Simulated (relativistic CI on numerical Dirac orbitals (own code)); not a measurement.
Cl: what numerical and physical settings do to a radial Dirac CI calculation

Reference input:

```
atom Cl  Z=17  charge=0  electrons=17
nucleus A=35  rms_radius_fm=3.3654
hamiltonian dirac-coulomb  breit=on  qed=on  c_scale=1
orbitals kli  potential=per-configuration
slater_scale 1
correlation none
mixing on
grid step=0.0125 r_max=149
scf mixing=0.4 start=green max_iterations=150 tolerance=2e-08 node_fill=0.05
configurations
  [Ne] 3s2 3p5
  [Ne] 3s2 3p4 3d
  [Ne] 3s 3p6
  [Ne] 3s2 3p4 4s
  [Ne] 3s2 3p3 3d2
end
```

Computed lowest total energy -460.77085 Ha, first excitation 890.9 cm⁻¹, 56 SCF steps. Runs with settings changed; * marks those that are bad on purpose:

```
                         Changed    Outcome   Lowest level   ΔE (Ha)  First excitation (cm⁻¹)  SCF steps                                                         Message
Breit term off, Slater scale 0.5  converged  3s²3p⁵ ²P°3/2    -0.096                    921.6         56                                                                
                  Breit term off  converged  3s²3p⁵ ²P°3/2    -0.108                    930.5         56                                                                
                  grid step 0.03  converged  3s²3p⁵ ²P°3/2  7.75e-05                    890.9         57                                                                
    end of the grid at 74.5 bohr  converged  3s²3p⁵ ²P°3/2  5.13e-11                    890.9         56                                                                
  configuration list: overfill *    refused                                                            0  configuration [Ne] 3p7: a shell holds more than 4l+2 electrons
            SCF tolerance 0.05 *  converged  3s²3p⁵ ²P°3/2   0.00368                    901.7         16
```

With so few configurations and no correlation, terms lie too far apart (by 10 to 50 % near neutrality), their order can be wrong, and levels of other configurations are missing.
